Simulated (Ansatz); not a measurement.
Cartesian coordinates in Å:
```
C -1.0790 -0.9356 -0.4153
C 0.2451 -0.6564 0.2680
C 0.2915 -1.2655 1.6588
N 0.4386 0.7911 0.3976
Sn 0.3145 1.9737 -1.2039
Cl 1.0697 0.9952 -3.1606
Cl -1.8404 2.6553 -1.6209
Cl 1.5821 3.8460 -0.7627
H -1.2562 -2.0107 -0.4776
H -1.9006 -0.4752 0.1384
H -1.0994 -0.5530 -1.4417
H 1.0444 -1.1134 -0.3340
H -0.5071 -0.8532 2.2800
H 0.1708 -2.3498 1.6049
H 1.2472 -1.0603 2.1484
H 1.2789 1.0116 0.9208
```

Charge 0, multiplicity 1. Sn: def2 effective core potential.

Question: List the CAM-B3LYP/def2-TZVPP orbital energies in eV (Ansatz). (Estimate.)

Answer: Computed: Occupied: -2764.64, -2764.59, -2764.58, -392.04, -280.25, -278.92, -278.88, -259.40, -259.35, -259.33, -198.46, -198.41, -198.39, -198.30, -198.30, -198.26, -198.25, -198.24, -198.24, -142.74, -97.69, -97.66, -97.56, -31.97, -31.94, -31.93, -31.73, -31.72, -26.90, -25.00, -24.34, -24.27, -23.12, -21.45, -18.31, -16.39, -15.89, -14.68, -14.04, -12.90, -12.60, -12.54, -12.52, -12.11, -11.83, -11.64, -11.07, -11.06, -10.81, -10.75, -10.67, -10.63, -9.06. Lowest empty: -1.23, 1.17, 1.30, 1.56, 2.26, 2.62, 2.84, 2.95.
